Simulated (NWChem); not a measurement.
System: C$_{3}$H$_{4}$BFO; SMILES C(#CB(O)F)C

NWChem input:

```
start job
memory heap 200 mb stack 900 mb global 1100 mb
geometry units angstroms noautosym nocenter noautoz
  C     -0.032697     3.016974     0.007405
  C     -0.011017     1.566905    -0.011492
  C      0.010048     0.349333    -0.024922
  B      0.026123    -1.176764    -0.043953
  O      1.164403    -1.863940     0.178543
  F     -1.102908    -1.853920    -0.284494
  H      0.025490     3.391810     1.041451
  H     -0.956775     3.409892    -0.444114
  H      0.824053     3.431116    -0.546749
  H      1.026543    -2.817447     0.136473
end
basis spherical
  * library def2-svp
end
dft
  xc xpbe96 cpbe96
  iterations 150
end
property
  efieldgrad
end
task dft property
```

Output (shortened):

```
             Northwest Computational Chemistry Package (NWChem) 7.3.0
             --------------------------------------------------------

                             Geometry "geometry" -> ""
                             -------------------------

 Output coordinates in angstroms (scale by  1.889725989 to convert to a.u.)

  No.       Tag          Charge          X              Y              Z
 ---- ---------------- ---------- -------------- -------------- --------------
    1 C                    6.0000    -0.03269700     3.01697400     0.00740500
    2 C                    6.0000    -0.01101700     1.56690500    -0.01149200
    3 C                    6.0000     0.01004800     0.34933300    -0.02492200
    4 B                    5.0000     0.02612300    -1.17676400    -0.04395300
    5 O                    8.0000     1.16440300    -1.86394000     0.17854300
    6 F                    9.0000    -1.10290800    -1.85392000    -0.28449400
    7 H                    1.0000     0.02549000     3.39181000     1.04145100
    8 H                    1.0000    -0.95677500     3.40989200    -0.44411400
    9 H                    1.0000     0.82405300     3.43111600    -0.54674900
   10 H                    1.0000     1.02654300    -2.81744700     0.13647300

 Effective nuclear repulsion energy (a.u.)     187.0192376654

  pbe96 is a nonlocal functional; adding pw91lda local functional.
                              NWChem Property Module
                              ----------------------

  itol2e modified to match energy
  convergence criterion.

                                 NWChem DFT Module
                                 -----------------

 Summary of "ao basis" -> "ao basis" (spherical)
 ------------------------------------------------------------------------------
       Tag                 Description            Shells   Functions and Types
 ---------------- ------------------------------  ------  ---------------------
 C                          def2-svp                 6       14   3s2p1d
 B                          def2-svp                 6       14   3s2p1d
 O                          def2-svp                 6       14   3s2p1d
 F                          def2-svp                 6       14   3s2p1d
 H                          def2-svp                 3        5   2s1p

  itol2e modified to match energy
  convergence criterion.

            General Information
            -------------------
          SCF calculation type: DFT
          Wavefunction type:  closed shell.
          No. of atoms     :    10
          No. of electrons :    44
           Alpha electrons :    22
            Beta electrons :    22
          Charge           :     0
          Spin multiplicity:     1
          Use of symmetry is: off; symmetry adaption is: off
          Maximum number of iterations: 150
          AO basis - number of functions:   104
                     number of shells:    48
          Convergence on energy requested:  1.00D-07
          Convergence on density requested:  1.00D-05
          Convergence on gradient requested:  5.00D-04

              XC Information
              --------------
          PerdewBurkeErnzerhof Exchange Functional  1.000
            Perdew 1991 LDA Correlation Functional  1.000 local
           PerdewBurkeErnz. Correlation Functional  1.000 non-local

             Grid Information
             ----------------
          Grid used for XC integration:  fine
          Radial quadrature: Mura-Knowles
          Angular quadrature: Lebedev.
          Tag              B.-S. Rad. Rad. Pts. Rad. Cut. Ang. Pts.
          ---              ---------- --------- --------- ---------
          C                   0.70       70          14.0       590
          B                   0.85       70          12.0       590
          O                   0.60       70          14.0       590
          F                   0.50       70          13.0       590
          H                   0.35       60          15.0       590
          Grid pruning is: on
          Number of quadrature shells:   660
          Spatial weights used:  Erf1

      Superposition of Atomic Density Guess
      -------------------------------------

 Sum of atomic energies:        -313.35920753

      Non-variational initial energy
      ------------------------------

 Total energy =    -316.159424
 1-e energy   =    -798.039826
 2-e energy   =     294.861164
 HOMO         =      -0.338735
 LUMO         =      -0.007455

   convergence    iter        energy       DeltaE   RMS-Dens  Diis-err
 ---------------- ----- ----------------- --------- --------- ---------
 d= 0,ls=0.0,diis     1   -315.9951378504 -5.03D+02  2.06D-02  9.58D-01
 d= 0,ls=0.0,diis     2   -315.8625786227  1.33D-01  1.13D-02  2.43D+00
 d= 0,ls=0.0,diis     3   -316.0796084424 -2.17D-01  5.00D-03  2.26D-01
 d= 0,ls=0.0,diis     4   -316.0818776654 -2.27D-03  2.62D-03  2.11D-01
 d= 0,ls=0.0,diis     5   -316.1085860798 -2.67D-02  5.69D-04  5.24D-03
  Resetting Diis
 d= 0,ls=0.0,diis     6   -316.1091049974 -5.19D-04  1.96D-04  8.59D-04
 d= 0,ls=0.0,diis     7   -316.1091841483 -7.92D-05  1.74D-04  8.52D-05
 d= 0,ls=0.0,diis     8   -316.1091553196  2.88D-05  1.15D-04  3.93D-04
 d= 0,ls=0.0,diis     9   -316.1091919722 -3.67D-05  1.83D-05  5.75D-06
 d= 0,ls=0.0,diis    10   -316.1091925220 -5.50D-07  6.42D-06  1.12D-06
 d= 0,ls=0.0,diis    11   -316.1091926747 -1.53D-07  1.27D-06  1.93D-08
 d= 0,ls=0.0,diis    12   -316.1091926769 -2.23D-09  3.37D-07  2.86D-09

         Total DFT energy =     -316.109192676894
      One electron energy =     -803.082579656238
           Coulomb energy =      340.429377819299
    Exchange-Corr. energy =      -40.475228505322
 Nuclear repulsion energy =      187.019237665366

 Numeric. integr. density =       44.000000189816

                       DFT Final Molecular Orbital Analysis
                       ------------------------------------

 Vector   20  Occ=2.000000D+00  E=-3.075499D-01
              MO Center=  6.2D-01, -1.8D+00,  7.0D-02, r^2= 1.6D+00
   Bfn.  Coefficient  Atom+Function         Bfn.  Coefficient  Atom+Function
  ----- ------------  ---------------      ----- ------------  ---------------
    62      0.532996   5 O  pz               65      0.374766   5 O  pz
    76      0.309896   6 F  pz               79     -0.221438   6 F  pz
    48     -0.136600   4 B  pz               60     -0.108811   5 O  px
    63     -0.076515   5 O  px               34      0.070420   3 C  pz
    74     -0.063355   6 F  px               51      0.055913   4 B  pz

[...]

          -----------------------
          Electric field gradient
          -----------------------

 1 a.u. = 0.324123 10**(16) esu/cm**3  ( or statvolts/cm**2 ) = 0.97174 10**(22) v/m**2

 ------------------------------------------------------------
   Atom      X         Y         Z
 ------------------------------------------------------------
    1 C   -0.06179   5.70125   0.01399
 ------------------------------------------------------------

 Electric field gradient in molecular frame (a.u.)
         XX             YY             ZZ             XY             XZ             YZ
 ------------------------------------------------------------------------------------------
        0.048023      -0.089531       0.041507       0.001236       0.001287      -0.002909

 Principal components (a.u.) and orientation
 of principal axis w.r.t. absolute frame                      Asymmetry parameter eta
 --------------------------------------------------------------------------------------
       -0.089607       0.048272       0.041335                       0.077409

       -0.009187       0.982760      -0.184657
        0.999710       0.004914      -0.023588
        0.022274       0.184820       0.982520

 ------------------------------------------------------------
   Atom      X         Y         Z
 ------------------------------------------------------------
    2 C   -0.02082   2.96102  -0.02172
 ------------------------------------------------------------

 Electric field gradient in molecular frame (a.u.)
         XX             YY             ZZ             XY             XZ             YZ
 ------------------------------------------------------------------------------------------
       -0.044930       0.219983      -0.175053      -0.005308       0.027678       0.004728

 Principal components (a.u.) and orientation
 of principal axis w.r.t. absolute frame                      Asymmetry parameter eta
 --------------------------------------------------------------------------------------
        0.220134      -0.180777      -0.039357                       0.642426

       -0.018911      -0.200153       0.979582
        0.999765      -0.014208       0.016398
        0.010635       0.979662       0.200374

 ------------------------------------------------------------
   Atom      X         Y         Z
 ------------------------------------------------------------
    3 C    0.01899   0.66014  -0.04710
 ------------------------------------------------------------

 Electric field gradient in molecular frame (a.u.)
         XX             YY             ZZ             XY             XZ             YZ
 ------------------------------------------------------------------------------------------
       -0.106236       0.208507      -0.102271      -0.005079      -0.000908       0.003536

 Principal components (a.u.) and orientation
 of principal axis w.r.t. absolute frame                      Asymmetry parameter eta
 --------------------------------------------------------------------------------------
        0.208630      -0.106491      -0.102138                       0.020864

       -0.016160       0.979813      -0.199264
        0.999804       0.013559      -0.014413
        0.011420       0.199458       0.979840

 ------------------------------------------------------------
   Atom      X         Y         Z
 ------------------------------------------------------------
    4 B    0.04937  -2.22376  -0.08306
 ------------------------------------------------------------

 Electric field gradient in molecular frame (a.u.)
         XX             YY             ZZ             XY             XZ             YZ
 ------------------------------------------------------------------------------------------
        0.048250       0.198417      -0.246667      -0.055761       0.062008      -0.004701

 Principal components (a.u.) and orientation
 of principal axis w.r.t. absolute frame                      Asymmetry parameter eta
 --------------------------------------------------------------------------------------
       -0.259266       0.218139       0.041127                       0.682740

       -0.200138      -0.328958       0.922893
       -0.014321       0.942832       0.332959
        0.979663      -0.053421       0.193407

 ------------------------------------------------------------
   Atom      X         Y         Z
 ------------------------------------------------------------
    5 O    2.20040  -3.52234   0.33740
 ------------------------------------------------------------

 Electric field gradient in molecular frame (a.u.)
         XX             YY             ZZ             XY             XZ             YZ
 ------------------------------------------------------------------------------------------
        0.540924      -1.213182       0.672258       0.314550      -0.023054       0.036718

 Principal components (a.u.) and orientation
 of principal axis w.r.t. absolute frame                      Asymmetry parameter eta
 --------------------------------------------------------------------------------------
       -1.268711       0.676424       0.592288                       0.066316

       -0.171471      -0.199658       0.964746
        0.984972      -0.014198       0.172127
       -0.020670       0.979763       0.199092

 ------------------------------------------------------------
   Atom      X         Y         Z
 ------------------------------------------------------------
    6 F   -2.08419  -3.50340  -0.53762
 ------------------------------------------------------------

 Electric field gradient in molecular frame (a.u.)
         XX             YY             ZZ             XY             XZ             YZ
 ------------------------------------------------------------------------------------------
       -0.584047       0.406924       0.177122      -0.992090      -0.178047      -0.199847

 Principal components (a.u.) and orientation
 of principal axis w.r.t. absolute frame                      Asymmetry parameter eta
 --------------------------------------------------------------------------------------
       -1.243898       1.027479       0.216420                       0.652030

        0.833783      -0.514552      -0.200103
        0.522621       0.852444      -0.014365
        0.177968      -0.092601       0.979670

 ------------------------------------------------------------
   Atom      X         Y         Z
 ------------------------------------------------------------
    7 H    0.04817   6.40959   1.96806
 ------------------------------------------------------------

 Electric field gradient in molecular frame (a.u.)
         XX             YY             ZZ             XY             XZ             YZ
 ------------------------------------------------------------------------------------------
        0.148968       0.094003      -0.242971      -0.007924      -0.022096      -0.142594

 Principal components (a.u.) and orientation
 of principal axis w.r.t. absolute frame                      Asymmetry parameter eta
 --------------------------------------------------------------------------------------
       -0.296449       0.150211       0.146238                       0.013402

        0.052626       0.997804      -0.040230
        0.343508       0.019739       0.938942
        0.937674      -0.063232      -0.341715

 ------------------------------------------------------------
   Atom      X         Y         Z
 ------------------------------------------------------------
    8 H   -1.80804   6.44376  -0.83925
 ------------------------------------------------------------

 Electric field gradient in molecular frame (a.u.)
         XX             YY             ZZ             XY             XZ             YZ
 ------------------------------------------------------------------------------------------
       -0.164262       0.089192       0.075070       0.133631      -0.153617       0.065259

 Principal components (a.u.) and orientation
 of principal axis w.r.t. absolute frame                      Asymmetry parameter eta
 --------------------------------------------------------------------------------------
       -0.296642       0.150130       0.146512                       0.012198

        0.838374      -0.441586       0.319580
       -0.359646      -0.007544       0.933058
        0.409615       0.897187       0.165140

 ------------------------------------------------------------
   Atom      X         Y         Z
 ------------------------------------------------------------
    9 H    1.55723   6.48387  -1.03321
 ------------------------------------------------------------

 Electric field gradient in molecular frame (a.u.)
         XX             YY             ZZ             XY             XZ             YZ
 ------------------------------------------------------------------------------------------
       -0.119899       0.082766       0.037133      -0.130427       0.174690       0.084435

 Principal components (a.u.) and orientation
 of principal axis w.r.t. absolute frame                      Asymmetry parameter eta
 --------------------------------------------------------------------------------------
       -0.296549       0.150141       0.146408                       0.012589

        0.776951       0.539056      -0.325217
        0.379046       0.011917       0.925301
       -0.502665       0.842186       0.195068

[...]
```

Level: PBE/def2-SVP. Structure relaxed at the PBE0/def2-SVP level. NWChem prints the field gradient with the sign opposite to the second derivative of the potential.
